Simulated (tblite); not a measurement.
Species: C7H10O2Si.
Atom-mapped SMILES: `[CH:1]#[C:2][CH2:3][CH2:4][SiH2:5]/[CH:6]=[CH:7]/[C:8](=[O:9])[OH:10]` (hydrogens: H11 on C1; H12, H13 on C3; H14, H15 on C4; H16, H17 on Si5; H18 on C6; H19 on C7; H20 on O10)

Computed with GFN2-xTB (tblite), gas phase: L-BFGS steps from a force-field or distance-geometry start until the largest atomic force falls under 0.01 eV/Å.

The end geometry, which sets the zero of energy:
```
atom  x, y, z in Å
C1      4.7075   -0.8661   -0.9049
C2      3.7639   -0.8295   -0.1698
C3      2.5979   -0.7670    0.6874
C4      1.4137   -0.1093   -0.0298
Si5    -0.1375   -0.0242    1.0734
C6     -1.5148    0.8127    0.1010
C7     -2.5985    0.2008   -0.3722
C8     -3.6379    0.9366   -1.1111
O9     -3.6258    2.1165   -1.3614
O10    -4.6477    0.1343   -1.4904
H11     5.5445   -0.9056   -1.5356
H12     2.8509   -0.1995    1.5871
H13     2.3319   -1.7823    0.9944
H14     1.7086    0.8928   -0.3488
H15     1.2000   -0.6696   -0.9430
H16     0.1377    0.7772    2.2734
H17    -0.5521   -1.3772    1.4634
H18    -1.4450    1.8767   -0.0953
H19    -2.7841   -0.8542   -0.2404
H20    -5.3181    0.6477   -1.9671
```

**Question.** These geometries come from the run, each turned onto the end geometry. Order them by energy, lowest first.
A.
```
atom  x, y, z in Å
C1      4.7181   -0.8700   -0.9014
C2      3.7635   -0.8263   -0.1846
C3      2.5999   -0.7672    0.6836
C4      1.4113   -0.1071   -0.0273
Si5    -0.1390   -0.0170    1.0682
C6     -1.5141    0.8039    0.0962
C7     -2.5954    0.1906   -0.3743
C8     -3.6353    0.9211   -1.1029
O9     -3.6388    2.1021   -1.3573
O10    -4.6453    0.1226   -1.4824
H11     5.5565   -0.9097   -1.5343
H12     2.8471   -0.2086    1.5896
H13     2.3290   -1.7769    1.0045
H14     1.6973    0.8978   -0.3462
H15     1.1760   -0.6666   -0.9352
H16     0.1235    0.7968    2.2520
H17    -0.5724   -1.3586    1.4380
H18    -1.4211    1.8730   -0.0739
H19    -2.7789   -0.8676   -0.2474
H20    -5.2870    0.6785   -1.9549
```
B.
```
atom  x, y, z in Å
C1      4.7147   -0.8694   -0.9006
C2      3.7637   -0.8288   -0.1787
C3      2.5998   -0.7663    0.6825
C4      1.4111   -0.1069   -0.0281
Si5    -0.1351   -0.0213    1.0729
C6     -1.5079    0.8054    0.1001
C7     -2.5908    0.1932   -0.3717
C8     -3.6350    0.9230   -1.1039
O9     -3.6344    2.1023   -1.3549
O10    -4.6505    0.1253   -1.4860
H11     5.5520   -0.9093   -1.5313
H12     2.8499   -0.2064    1.5849
H13     2.3311   -1.7764    0.9983
H14     1.7003    0.8969   -0.3472
H15     1.1801   -0.6673   -0.9368
H16     0.1245    0.7993    2.2566
H17    -0.5735   -1.3667    1.4414
H18    -1.4300    1.8737   -0.0801
H19    -2.7774   -0.8629   -0.2477
H20    -5.2979    0.6731   -1.9594
```
C.
```
atom  x, y, z in Å
C1      4.7232   -0.8711   -0.9018
C2      3.7653   -0.8204   -0.1995
C3      2.5967   -0.7696    0.6894
C4      1.4077   -0.1059   -0.0250
Si5    -0.1488   -0.0023    1.0424
C6     -1.5310    0.8033    0.0871
C7     -2.6011    0.1839   -0.3783
C8     -3.6379    0.9248   -1.1027
O9     -3.6459    2.1057   -1.3624
O10    -4.6394    0.1144   -1.4774
H11     5.5711   -0.9111   -1.5444
H12     2.8425   -0.2107    1.6021
H13     2.3234   -1.7820    1.0179
H14     1.6902    0.8984   -0.3435
H15     1.1679   -0.6647   -0.9310
H16     0.1236    0.7946    2.2501
H17    -0.5708   -1.3482    1.4338
H18    -1.4012    1.8668   -0.0597
H19    -2.7814   -0.8815   -0.2451
H20    -5.2591    0.6863   -1.9416
```
D.
```
atom  x, y, z in Å
C1      4.7210   -0.8704   -0.9026
C2      3.7617   -0.8247   -0.1866
C3      2.5992   -0.7673    0.6810
C4      1.4141   -0.1079   -0.0263
Si5    -0.1409   -0.0165    1.0700
C6     -1.5165    0.8085    0.0933
C7     -2.6023    0.1860   -0.3775
C8     -3.6372    0.9204   -1.1033
O9     -3.6418    2.0979   -1.3580
O10    -4.6410    0.1263   -1.4807
H11     5.5590   -0.9100   -1.5360
H12     2.8458   -0.2093    1.5937
H13     2.3275   -1.7778    1.0085
H14     1.6956    0.8986   -0.3457
H15     1.1735   -0.6665   -0.9347
H16     0.1226    0.7944    2.2478
H17    -0.5711   -1.3522    1.4354
H18    -1.4160    1.8705   -0.0698
H19    -2.7795   -0.8690   -0.2474
H20    -5.2789    0.6797   -1.9508
```
E.
```
atom  x, y, z in Å
C1      4.7120   -0.8687   -0.9009
C2      3.7632   -0.8311   -0.1721
C3      2.5974   -0.7654    0.6819
C4      1.4122   -0.1071   -0.0295
Si5    -0.1327   -0.0255    1.0773
C6     -1.5061    0.8094    0.1022
C7     -2.5887    0.1958   -0.3708
C8     -3.6364    0.9259   -1.1056
O9     -3.6281    2.1050   -1.3525
O10    -4.6523    0.1310   -1.4890
H11     5.5491   -0.9088   -1.5296
H12     2.8538   -0.2012    1.5821
H13     2.3324   -1.7791    0.9915
H14     1.7037    0.8956   -0.3487
H15     1.1859   -0.6679   -0.9390
H16     0.1267    0.8013    2.2638
H17    -0.5735   -1.3765    1.4469
H18    -1.4396    1.8735   -0.0872
H19    -2.7743   -0.8596   -0.2465
H20    -5.3098    0.6643   -1.9637
```

**Answer.** E (0.005 eV), B (0.010 eV), A (0.020 eV), D (0.034 eV), C (0.087 eV).

In the order of the answer:

```
step  E above end (eV)  largest force (eV/Å)  rms force component (eV/Å)  rms distance from end (Å)  rms bond change (Å)  bond most changed (Å)
   7             0.005                  0.18                       0.045                      0.013                0.001          C4–Si5 -0.003
   5             0.010                  0.28                       0.072                      0.017                0.003          Si5–C6 -0.008
   4             0.020                  0.44                       0.104                      0.021                0.005         Si5–H17 -0.010
   3             0.034                  0.66                       0.151                      0.024                0.007         Si5–H17 -0.018
   1             0.087                  1.62                       0.341                      0.033                0.010           C2–C3 +0.021
```

What follows is the cost of the whole relaxation. The run took 0.35 s of wall time on Arm Neoverse N1, one thread, no GPU, shared host with 64 logical CPUs at a one-minute load of 62.
